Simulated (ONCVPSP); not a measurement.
# Ranking ONCV potentials for palladium (Pd)

All share these settings but for the change named:

```
Element                 : Pd (Z = 46)
Generator               : ONCVPSP 4.0.1
Type                    : optimised norm-conserving Vanderbilt (ONCV)
Functional              : LDA (Perdew-Wang 92)
Relativity              : scalar-relativistic
Frozen core             : [Ar] 3d10
Valence charge          : 18
Reference configuration : 4s2 4p6 4d7 (charge +3)
Partial waves           : 4s: rc 1.60 bohr, ncon 3, nbas 7, qcut 6.6 1/bohr, 3 projectors, debl 2.6 Ha; 4p: rc 1.15 bohr, ncon 4, nbas 7, qcut 7 1/bohr, 2 projectors, debl 0.5 Ha; 4d: rc 1.75 bohr, ncon 4, nbas 8, qcut 8 1/bohr, 2 projectors, debl 2.2 Ha
Local potential         : polynomial inside 0.95 bohr (lpopt 5, dvloc0 6 Ha)
Core correction         : Teter function, fcfact 4.25, rcfact 1.8
```

In the s channel the program set the typed energies aside and used -4.634, 0.050, 2.650 Ha. In the p channel the program set the typed energies aside and used -3.364, 0.250 Ha.

Cutoff: the first of the cutoffs (Ha) at which the residual kinetic energy of the hardest occupied pseudo-wave falls to 1 and 0.1 mHa per electron; the density cutoff is not measured.

The base gives 92 Ha.

Of 8 variants that were run, those that failed, showed a ghost or another fault, or gave nearly equal values are left out.

Question: Rank these variants from softest to hardest (loose cutoff).
A. all radii but the core radius scaled by about 1.18 (s 1.90, p 1.36, d 2.06 bohr); local potential polynomial inside 1.12 bohr (lpopt 5, dvloc0 6 Ha)
B. all radii but the core radius scaled by about 1.04 (s 1.68, p 1.20, d 1.82 bohr); local potential polynomial inside 1.00 bohr (lpopt 5, dvloc0 6 Ha)
C. all radii but the core radius scaled by about 1.11 (s 1.78, p 1.28, d 1.94 bohr); local potential polynomial inside 1.06 bohr (lpopt 5, dvloc0 6 Ha)
D. all radii but the core radius scaled by about 0.91 (s 1.46, p 1.04, d 1.60 bohr); local potential polynomial inside 0.86 bohr (lpopt 5, dvloc0 6 Ha)
E. all radii but the core radius scaled by about 0.84 (s 1.34, p 0.96, d 1.46 bohr); local potential polynomial inside 0.80 bohr (lpopt 5, dvloc0 6 Ha)

Answer: A (22 Ha), C (38 Ha), B (76 Ha), D (117 Ha), E (132 Ha).
